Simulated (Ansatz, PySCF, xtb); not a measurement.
Isomers of CH3NO: 1 is NC=O, 2 is C(/O)=N\[H]; one conformer of each (the lowest of an xTB search), B3LYP-D3(BJ)/def2-TZVP minima.
Isomer 1 (charge 0, multiplicity 1):
```xyz
6

N     -0.693    -0.031    -0.009
C      0.661     0.034     0.008
O      1.308     1.044    -0.145
H     -1.227     0.810    -0.159
H     -1.176    -0.902     0.125
H      1.127    -0.954     0.181
```
Isomer 2 (charge 0, multiplicity 1):
```xyz
6

H      1.674    -0.585     0.340
N      0.686    -0.760     0.185
C      0.049     0.308    -0.018
O     -1.276     0.318    -0.247
H      0.444     1.324    -0.039
H     -1.578    -0.604    -0.219
```

```tsv
level	electronic energy of isomer 2 less that of isomer 1 (kJ/mol)	minus CCSD(T)/CBS(cc-pVTZ, cc-pVQZ)	cost
GFN1-xTB	71.4	26.9	-
GFN2-xTB	39.0	-5.5	-
HF/3-21G	76.8	32.3	-
PBE-D3(BJ)/def2-TZVPP	52.7	8.2	×1
BLYP/def2-TZVPP	52.7	8.2	×0.8
revPBE/def2-TZVPP	53.0	8.5	×1
revPBE-D3(BJ)/def2-TZVPP	53.0	8.5	×1
revPBE-D4/def2-TZVPP	52.8	8.3	×1
r2SCAN-D3(BJ)/def2-TZVPP	52.4	7.9	×2
r2SCAN-D4/def2-TZVPP	52.4	7.9	×2
B97M-V/def2-TZVPP	51.1	6.6	×2
B3LYP/6-31G*	58.6	14.1	-
B3LYP/6-311+G**	54.3	9.8	-
CAM-B3LYP-D4/def2-TZVPP	51.9	7.3	×1
B2PLYP-D4/def2-TZVPP	51.0	6.5	×2
MP2/cc-pVTZ	47.9	3.4	-
MP2/CBS(cc-pVTZ, cc-pVQZ)	48.5	4.0	-
SCS-MP2/cc-pVTZ	46.9	2.4	-
CCSD/cc-pVTZ	43.8	-0.7	-
CCSD(T)/CBS(cc-pVTZ, cc-pVQZ)	44.5	0.0	×800*
```

 The comparison column counts from a level with limits of its own.

The rows run from 39.0 (GFN2-xTB) to 76.8 kJ/mol (HF/3-21G). The dispersion term adds 0.0 in revPBE-D3(BJ), -0.2 in revPBE-D4. The 3 functionals in def2-TZVPP without D3 or D4 span 1.9, from B97M-V to revPBE.

No zero-point or thermal terms.

Frozen-core correlation. CBS: X⁻³ extrapolation of the correlation energy, Hartree–Fock from the larger set. Rows in 3-21G, 6-311+G**, 6-31G* carry no dispersion term and start afresh at each structure (6-31G* with six Cartesian d functions).

Run with Ansatz (a program for electronic structure); PySCF for 3-21G rows, 6-311+G** rows, 6-31G* rows, the dispersion terms; xtb for the GFN methods. 

Costs are rough ratios of core time to PBE/def2-TZVPP (about 1.8 s over the structures, on one shared machine); a dash marks a level with no comparable run of its own. A star marks coupled-cluster runs past 200 virtual orbitals, where the program's memory plan changes under this machine's limit, so their costs aren't comparable with smaller runs.
